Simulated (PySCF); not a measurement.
## RuOI, quartet: structure and spectrum

Computed with PySCF, UPBE0, basis Ru def2-SVP with ECP28, O def2-SVP, I def2-SVP with ECP28 (scalar-relativistic core potentials, no spin–orbit coupling, density fitting).

The structure is a minimum.

| Quantity | Value |
| --- | --- |
| Point group | Cs |
| Bond lengths | Ru–I 2.560 Å, Ru–O 1.669 Å |
| Bond angles | I–Ru–O 119.5° |
| Atomisation energy without zero-point energy | 717 kJ/mol |
| Principal polarisabilities | 44.5, 52.1, 95.4 bohr³ |
| Rotational symmetry number | 1 |
| Principal quadrupole moments (Buckingham, traceless) about the centre of mass | -8.30, 0.86, 7.44 D Å |
| Entropy at 298.15 K and 1 bar (electronic part: spin only) | 322.9 J/(mol K) |
| Enthalpy at 298.15 K above 0 K | 13.16 kJ/mol |
| Spin squared ⟨S²⟩ | 3.767 |
| Dipole moment | 2.59 D |
| Rotational constants | 0.6516, 0.03737, 0.03534 cm⁻¹ |
| Zero-point energy | 8.1 kJ/mol |
| Highest occupied level (α) | -7.05 eV |
| Heat capacity Cp at 298.15 K | 50.4 J/(mol K) |
| Lowest empty level (β) | -3.63 eV |

Harmonic modes (masses in u: Ru 101.904, O 15.995, I 126.904):
```csv
symmetry,ω (cm⁻¹),IR (km/mol)
a',124,8.7
a',236,18.7
a',987,104
```

Charges (e):
| atom | Mulliken | Löwdin | polar tensor | spin (Mulliken) | Mayer order to Ru1 |
| --- | --- | --- | --- | --- | --- |
| Ru1 | 0.50 | -0.10 | 1.03 | 2.44 | – |
| O2 | -0.36 | -0.06 | -0.64 | 0.56 | 2.04 |
| I3 | -0.14 | 0.16 | -0.39 | 0.00 | 1.23 |

Mulliken populations on Ru1 (electrons outside its core potential): s 2.48, p 6.39, d 6.61, f 0.02.

Outer orbital energies (eV). α occupied: -12.25, -10.29, -9.40, -8.94, -8.02, -8.01, -7.33, -7.05; empty: -3.52, -1.72, -0.08, 1.22. β occupied: -19.24, -11.75, -10.87, -10.37, -9.29, -8.66, -7.90, -7.08; empty: -3.63, -3.41, -2.83, -2.57.

Formally Ru is in oxidation state +3, d5, with 3 unpaired electrons (the high-spin count would be 5). The Mulliken spin on Ru is 2.44. The polar-tensor charge on Ru, 1.03, is far below the formal one.

Only a few start shapes were tried, so a lower isomer may exist. Open d and f shells are described by one determinant, and the ground state may have another occupation or spin. Spin–orbit coupling, left out here, can matter for elements this heavy.

The final relaxation and frequency run took 26 s on 2 threads of a shared AMD EPYC 9R45 96-Core (Zen 5) host, with 71 basis functions and 14 gradients; the process peaked at 0.73 GiB.
